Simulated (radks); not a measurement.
Values are calculated unless marked as measured or tabulated.
Question: Radial electron density D(r) = 4 pi r^2 rho(r) of an atom or ion with 26 electrons. Level of theory: scalar-relativistic Kohn-Sham, SCAN, spin-polarised, spherical densities, finite nucleus; meta-GGA in the generalised Kohn-Sham scheme; Fermi nuclear charge, rms radius of each element as measured or else 0.836 A^(1/3) + 0.57 fm (a radial shooting solver on a logarithmic mesh with Libxc functionals).

| r (bohr) | D(r) (e/bohr) | spin D(r) |
|---|---|---|
| 0.002081 | 4.450 | -0.0000891 |
| 0.002327 | 5.367 | -0.000107 |
| 0.002603 | 6.454 | -0.000129 |
| 0.002911 | 7.737 | -0.000154 |
| 0.003256 | 9.244 | -0.000184 |
| 0.003642 | 11.00 | -0.000219 |
| 0.004042 | 12.88 | -0.000256 |
| 0.004521 | 15.20 | -0.000301 |
| 0.005056 | 17.83 | -0.000353 |
| 0.005656 | 20.81 | -0.000410 |
| 0.006326 | 24.11 | -0.000474 |
| 0.007075 | 27.74 | -0.000543 |
| 0.007914 | 31.64 | -0.000616 |
| 0.008852 | 35.77 | -0.000692 |
| 0.009822 | 39.73 | -0.000763 |
| 0.01099 | 44.00 | -0.000834 |
| 0.01229 | 48.13 | -0.000895 |
| 0.01374 | 51.94 | -0.000934 |
| 0.01537 | 55.23 | -0.000937 |
| 0.0172 | 57.79 | -0.000875 |
| 0.01923 | 59.46 | -0.000702 |
| 0.02151 | 60.13 | -0.000336 |
| 0.02387 | 59.82 | 0.000299 |
| 0.0267 | 58.59 | 0.00153 |
| 0.02986 | 56.68 | 0.00375 |
| 0.0334 | 54.50 | 0.00772 |
| 0.03736 | 52.58 | 0.0145 |
| 0.04179 | 51.49 | 0.0262 |
| 0.04674 | 51.77 | 0.0457 |
| 0.05228 | 53.74 | 0.0780 |
| 0.05801 | 57.09 | 0.125 |
| 0.06489 | 61.95 | 0.204 |
| 0.07258 | 67.31 | 0.326 |
| 0.08118 | 72.00 | 0.507 |
| 0.0908 | 74.78 | 0.767 |
| 0.1016 | 74.70 | 1.13 |
| 0.1136 | 71.42 | 1.60 |
| 0.1271 | 65.46 | 2.21 |
| 0.141 | 58.72 | 2.89 |
| 0.1577 | 51.94 | 3.72 |
| 0.1764 | 47.37 | 4.60 |
| 0.1973 | 46.02 | 5.43 |
| 0.2207 | 47.68 | 6.10 |
| 0.2468 | 50.90 | 6.51 |
| 0.2761 | 53.50 | 6.55 |
| 0.3088 | 53.30 | 6.16 |
| 0.3426 | 49.63 | 5.46 |
| 0.3832 | 42.15 | 4.45 |
| 0.4286 | 32.40 | 3.33 |
| 0.4794 | 22.35 | 2.27 |
| 0.5363 | 13.70 | 1.40 |
| 0.5998 | 7.396 | 0.766 |
| 0.6709 | 3.474 | 0.370 |
| 0.7504 | 1.401 | 0.155 |
| 0.8327 | 0.5195 | 0.0601 |
| 0.9314 | 0.1497 | 0.0183 |
| 1.042 | 0.03534 | 0.00456 |
| 1.165 | 0.006692 | 0.000913 |

What is the nuclear charge?

Answer: Z = 47. The innermost maximum, from 1s, lies near gamma/Z bohr with gamma = sqrt(1 - (Z/c)^2) = 0.939, here 0.02 bohr (found: 0.0219), and its height grows with Z. The density is that of the silver ion Ag21+ in [Ar] 3d8; the configuration itself is not fixed sharply by these data, and Z only to a few units. D(r) has 3 maxima, at r = 0.0219, 0.0960, 0.290 bohr, and minima at 0.0435, 0.196 bohr, inside which lie 2.02, 11.23 electrons.
